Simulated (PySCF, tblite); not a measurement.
A set of runs on `OC(C#Cc1cc[c]o1)=O` [radical]; the geometry of each is named by its level. Settings lines and outputs come from a driver script.

C7H3O3 (doublet state).
SMILES with atom numbers: `[O:1]=[C:2]([OH:3])[C:4]#[C:5][c:6]1[cH:7][cH:8][c:9][o:10]1` (hydrogens: H11 on O3; H12 on C7; H13 on C8)

Step 1: GFN2-xTB geometry optimisation, gas phase (tblite 0.8.0) (from a force-field or distance-geometry start)
```json
{"job": {"kind": "relax", "xc": "GFN2-xTB", "basis": "xTB"}, "charge": 0, "multiplicity": 2}
```
```
step      E/eV     max force
  0    -775.62240    4.919
  1    -775.95827    4.554
  2    -776.14453    2.539
...
 80    -776.47455    0.014
 81    -776.47456    0.013
 82    -776.47458    0.013
 83    -776.47459    0.013
 84    -776.47459    0.009
```

Energy lowered by 19.7 kcal/mol over 84 steps; largest atomic force 0.009 eV/Å at the end. «max force» is the largest atomic force in eV/Å.

The run took 0.55 s wall on Arm Neoverse V1, one thread, on a shared host.

Step 2: GFN2-xTB harmonic vibrations, gas phase (tblite 0.8.0) (on the GFN2-xTB geometry)
```json
{"job": {"kind": "ir", "xc": "GFN2-xTB", "basis": "xTB"}, "charge": 0, "multiplicity": 2}
```
```
(table of modes left out)
```

33 modes from 42 to 3455 cm⁻¹ (unscaled, harmonic); zero-point energy 49.3 kcal/mol; all wavenumbers are real at this level.

On one thread of an Arm Neoverse V1, no GPU, shared host with 32 logical CPUs at a one-minute load of 39, this took 0.42 s of wall time.

Step 3: UKS B3LYP, pcH-1 on C H O, non-relativistic, mean-field spin-orbit, GIAO (PySCF 2.14.0) (on the GFN2-xTB geometry)
```json
{"job": {"kind": "epr", "basis": "pcH-1"}, "charge": 0, "multiplicity": 2}
```
```
...
E = -494.07424690 Eh   <S^2> = 0.7610 (exact 0.7500)
g shifts (ppm)      1          2          3
  rmc          -184       -184       -184
  gc             19         22        -98
  oz_so       -1469       -148        945
  total       -1634       -310        663
hyperfine (MHz)  atom isotope    a_iso     a_fc   dipolar eigenvalues
    0   17O       0.15       0.15     -1.31     -0.57      1.88
    1   13C       0.34       0.34     -0.12     -0.05      0.17
    2   17O      -0.73      -0.73     -0.30     -0.06      0.36
    3   13C       0.48       0.48     -5.29      0.42      4.87
    4   13C       4.08       4.08     -2.15      0.88      1.27
    5   13C      54.69      54.69    -12.23     -1.14     13.36
    6   13C      28.68      28.68     -4.83     -1.50      6.32
    7   13C      74.97      74.97    -20.83     -5.28     26.11
    8   13C     647.50     647.50    -78.73    -52.48    131.22
    9   17O    -131.36    -131.36    -12.39      4.75      7.64
   10    1H       0.59       0.59     -0.16     -0.15      0.31
   11    1H       8.91       8.91     -3.32     -2.39      5.71
   12    1H       7.23       7.23     -7.73     -5.20     12.93
```

⟨S²⟩ 0.761; g_iso 2.0019. rmc, gc and oz_so are the mass-correction, gauge-correction and orbital-Zeeman/spin–orbit parts of the g shift along its three principal axes; a_iso is the isotropic hyperfine coupling and a_fc its Fermi-contact part. The log counts atoms from 0, this text from 1.

On an Arm Neoverse V1 with one thread, shared host with 32 logical CPUs at a one-minute load of 29, this took 98 s wall (with the writing of density and orbital grids) and 1.1 GiB of memory at its peak.

Geometry of the electronic-property runs (GFN2-xTB):
```
atom  x, y, z in Å
O1     3.6008    1.0149   -0.3379
C2     3.0086    0.0120   -0.0313
O3     3.6137   -1.1338    0.3128
C4     1.5820   -0.1016    0.0119
C5     0.3710   -0.0899    0.0185
C6    -1.0179   -0.1240    0.0395
C7    -1.9489    0.8546   -0.2385
C8    -3.2295    0.2716   -0.0545
C9    -2.9521   -1.0042    0.3168
O10   -1.6770   -1.2783    0.3837
H11    4.5764   -1.0217    0.2771
H12   -1.7483    1.8641   -0.5364
H13   -4.1831    0.7367   -0.1792
```

 (This holds for the electronic-property runs.)

One conformer stands for the species.
